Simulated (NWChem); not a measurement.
Species: C$_{2}$H$_{6}$OSi$_{2}$; SMILES C1[Si@@H]([SiH3])OC=1

```xyz
11

Si    -0.0276    -2.0133     0.2778
Si     0.0876     0.1191    -0.6834
C      1.1673     1.3878     0.1078
C     -0.0047     1.9131     0.5340
O     -1.0734     1.1944     0.0737
H      1.1636    -2.8126    -0.1478
H     -0.0227    -1.8764     1.7650
H     -1.2651    -2.7316    -0.1555
H     -0.0796     0.0996    -2.1671
H      2.1829     1.7182     0.3087
H     -0.2304     2.7802     1.1688
```
Atoms are numbered in this order, from 1.

All runs: NWChem. Structure relaxed at the PBE0/def2-SVP level. Level: PBE0/def2-SVP with SMD (1 M gas to 1 M solution), gas-phase geometry. Reactions with the solvent are ignored.

| solvent | dielectric constant | solvation free energy (kcal/mol) | cavity-dispersion-structure term (kcal/mol) | dipole in solution (D) |
|---|---|---|---|---|
| water | 78.4 | 0.6 | 4.7 | 1.56 |
| chlorobenzene | 5.70 | -2.2 | -0.1 | 1.26 |
| acetonitrile | 35.7 | -2.0 | 0.7 | 1.32 |
| N,N-dimethylformamide | 37.2 | -1.7 | 0.9 | 1.30 |
